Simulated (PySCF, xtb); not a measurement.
C₄H₅F, SMILES C#C[C@H](C)F.

Harmonic wavenumbers (cm⁻¹) from GFN2-xTB in xtb at its own minimum, in rising order: 159, 181, 219, 364, 476, 525, 665, 682, 842, 925, 1049, 1083, 1122, 1263, 1280, 1394, 1470, 1482, 2287, 2870, 3045, 3049, 3055, 3395.

Problem. What does PBE-D3(BJ)/def2-SVP (PySCF) give at its own minimum? (Estimate from the structure and the level; the computed values follow.)

Solution. 174, 212, 261, 375, 520, 558, 643, 690, 804, 903, 1031, 1075, 1111, 1285, 1302, 1336, 1403, 1416, 2167, 2945, 2987, 3089, 3093, 3406. Paired by order, the mean absolute difference is 37 cm⁻¹ and the zero-point energies are 47.0 and 46.9 kcal/mol.
